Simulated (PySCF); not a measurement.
C2H5FSi2, SMILES [Si@H](F)([SiH3])C#C.

Geometry: B3LYP-D3(BJ)/def2-SVP. The structure was generated by enumeration; whether it is a known compound was not checked.

The numbers are results of B3LYP-D3(BJ)/def2-SVP (PySCF), not measurements.

Frequencies are harmonic and unscaled.

| mode | ν (cm⁻¹) | IR (km/mol) | Raman (Å⁴/amu) | depolarisation | moving atoms (share of kinetic energy) |
|---|---|---|---|---|---|
| 1 | 90 | 0.4 | 5.7 | 0.73 | C 37 %, Si 36 %, H 19 % |
| 2 | 99 | 0.2 | 0.4 | 0.75 | H 95 % |
| 3 | 157 | 1.6 | 7.0 | 0.75 | C 37 %, F 26 %, Si 20 %, H 17 % |
| 4 | 164 | 6.4 | 2.0 | 0.73 | F 54 %, Si 23 %, H 14 %, C 9 % |
| 5 | 292 | 21.8 | 4.5 | 0.66 | C 66 %, H 23 %, Si 10 % |
| 6 | 354 | 33.7 | 3.4 | 0.62 | C 57 %, Si 16 %, F 15 %, H 12 % |
| 7 | 417 | 1.7 | 17.6 | 0.19 | Si 58 %, H 22 %, C 13 % |
| 8 | 514 | 18.2 | 8.5 | 0.74 | H 81 %, Si 13 % |
| 9 | 540 | 30.5 | 7.9 | 0.54 | H 61 %, Si 32 % |
| 10 | 645 | 64.5 | 3.6 | 0.69 | C 45 %, Si 43 %, H 11 % |
| 11 | 734 | 25.2 | 1.9 | 0.72 | H 76 %, C 24 % |
| 12 | 764 | 21.5 | 1.5 | 0.74 | H 75 %, C 25 % |
| 13 | 782 | 346.7 | 12.1 | 0.68 | H 85 %, Si 11 % |
| 14 | 823 | 18.3 | 11.5 | 0.75 | H 77 %, F 20 % |
| 15 | 877 | 163.6 | 5.7 | 0.54 | H 61 %, Si 23 %, F 15 % |
| 16 | 901 | 61.1 | 5.8 | 0.73 | H 46 %, Si 30 %, F 24 % |
| 17 | 939 | 54.5 | 23.0 | 0.74 | H 97 % |
| 18 | 943 | 77.4 | 24.1 | 0.74 | H 93 % |
| 19 | 2147 | 56.3 | 181.8 | 0.26 | C 90 %, H 10 % |
| 20 | 2212 | 56.2 | 187.1 | 0.05 | H 99 % |
| 21 | 2223 | 91.9 | 135.3 | 0.63 | H 96 % |
| 22 | 2229 | 35.0 | 177.4 | 0.52 | H 96 % |
| 23 | 2240 | 150.2 | 150.4 | 0.10 | H 97 % |
| 24 | 3454 | 52.6 | 46.3 | 0.26 | H 86 %, C 14 % |
